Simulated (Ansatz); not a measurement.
C$_{2}$H$_{6}$FNOSi (`C[SiH2]OC(=N)F`). Total charge 0; spin multiplicity 1.

Z-matrix (Å, degrees):
```
C
Si 1 1.848
H 1 1.093 2 110.2
H 1 1.092 2 110.7 3 119.8
H 1 1.092 2 110.7 3 -119.8
O 2 1.681 1 105.9 3 -179.9
H 2 1.486 1 113.0 3 62.2
H 2 1.486 1 113.0 3 -62.0
C 6 1.325 2 124.9 1 -179.9
N 9 1.250 6 132.4 2 0.0
F 9 1.321 6 108.5 2 -180.0
H 10 1.014 9 112.8 6 0.0
```

(1) What are the harmonic wavenumbers in cm⁻¹ at PBE0-D4/def2-TZVP (Ansatz, finite differences of forces, unscaled)? (Best estimate.)

(2) Is this a minimum?

(3) Give the ideal-gas thermochemistry at 298.15 K and 1 bar (rigid rotor, harmonic oscillator; point group Cs, symmetry number 1).

(4) And at 400, 500, 600, 800 and 1000 K?

Results:

(1) Computed: 35, 76, 120, 155, 227, 461, 507, 603, 698, 711, 753, 774, 795, 826, 880, 922, 970, 1023, 1124, 1285, 1365, 1443, 1447, 1789, 2231, 2231, 3057, 3143, 3150, 3565.

(2) Yes, all 30 modes are real.

(3) Zero-point energy 217.5 kJ/mol; H(298) − E = 240.4 kJ/mol; entropy 370.2 J/(mol·K), of which translation 167.2, rotation 115.1, vibration 88.0; G(298) − E = 130.0 kJ/mol. Modes under 100 cm⁻¹ are hindered rotations or soft bends, so the harmonic entropy is rough.

(4) 
| T (K) | H − E (kJ/mol) | S (J/mol/K) | G − E (kJ/mol) |
| --- | --- | --- | --- |
| 400 | 253.7 | 408.4 | 90.3 |
| 500 | 269.1 | 442.7 | 47.7 |
| 600 | 286.4 | 474.2 | 1.8 |
| 800 | 325.1 | 529.8 | -98.7 |
| 1000 | 368.0 | 577.5 | -209.5 |
